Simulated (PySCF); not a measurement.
Members of one series of related molecules.

All values: wB97X-D/def2-SVPD (PySCF) at PBE0-D3(BJ)/def2-SVP geometries, gas phase, one conformer each. Core orbitals are frozen in the response; Δα² is half the sum of the squared differences of the principal polarisabilities. Atoms past krypton carry effective core potentials.

(1) Rank by mean static polarisability, lowest first.
A. Mo(CH)Cl3, `[CH]#[Mo]([Cl])([Cl])[Cl]`
B. Mo(CH)(NH2)3, `[CH]#[Mo]([NH2])([NH2])[NH2]`
C. Mo(CH)F3, `[CH]#[Mo]([F])([F])[F]`
D. Mo(CH)(OH)3, `[CH]#[Mo]([OH])([OH])[OH]`

(2) Rank by HOMO–LUMO gap, lowest first.
A. Mo(CH)F3 (`[CH]#[Mo]([F])([F])[F]`)
B. Mo(CH)(OH)3 (`[CH]#[Mo]([OH])([OH])[OH]`)
C. Mo(CH)(NH2)3 (`[CH]#[Mo]([NH2])([NH2])[NH2]`)
D. Mo(CH)Cl3 (`[CH]#[Mo]([Cl])([Cl])[Cl]`)

(3) Rank by dipole moment, lowest first.
A. Mo(CH)(NH2)3 (`[CH]#[Mo]([NH2])([NH2])[NH2]`)
B. Mo(CH)(OH)3 (`[CH]#[Mo]([OH])([OH])[OH]`)
C. Mo(CH)F3 (`[CH]#[Mo]([F])([F])[F]`)

## Answers

(1) C (6.97 Å³), D (9.43 Å³), B (12.07 Å³), A (13.77 Å³).

(2) D (8.19 eV), A (9.51 eV), C (9.80 eV), B (9.98 eV).

(3) C (1.24 D), A (1.61 D), B (2.89 D).

All values together:

```tsv
SMILES	change	formula	μ (D)	HOMO (eV)	LUMO (eV)	α (Å³)	Δα (Å³)	electrons	α per electron (Å³)	ΔSCF removal energy (eV)
[CH]#[Mo]([Cl])([Cl])[Cl]	parent	CHCl3Mo	1.69	-10.07	-1.88	13.77	1.43	100	0.138	–
[CH]#[Mo]([OH])([OH])[OH]	ligand (all three): Cl to OH	CH4MoO3	2.89	-9.35	0.63	9.43	0.94	76	0.124	9.63
[CH]#[Mo]([F])([F])[F]	ligand (all three): Cl to F	CHF3Mo	1.24	-10.27	-0.76	6.97	2.16	76	0.092	10.79
[CH]#[Mo]([NH2])([NH2])[NH2]	ligand (all three): Cl to NH2	CH7MoN3	1.61	-8.43	1.37	12.07	0.14	76	0.159	8.54
```

Conformers: `[CH]#[Mo]([OH])([OH])[OH]` (singlet state); `[CH]#[Mo]([NH2])([NH2])[NH2]` (singlet state).

A dash marks a removal energy that wasn't run or isn't settled.

Problem. Give the shifts from the parent, `[CH]#[Mo]([Cl])([Cl])[Cl]`.

Solution. 
```json
{"SMILES": "[CH]#[Mo]([OH])([OH])[OH]", "change in μ (D)": "+1.20", "change in HOMO (eV)": "+0.72", "change in LUMO (eV)": "+2.51", "change in mean α (Å³)": "-4.34"}
{"SMILES": "[CH]#[Mo]([F])([F])[F]", "change in μ (D)": "-0.45", "change in HOMO (eV)": "-0.20", "change in LUMO (eV)": "+1.12", "change in mean α (Å³)": "-6.80"}
{"SMILES": "[CH]#[Mo]([NH2])([NH2])[NH2]", "change in μ (D)": "-0.08", "change in HOMO (eV)": "+1.64", "change in LUMO (eV)": "+3.25", "change in mean α (Å³)": "-1.70"}
```
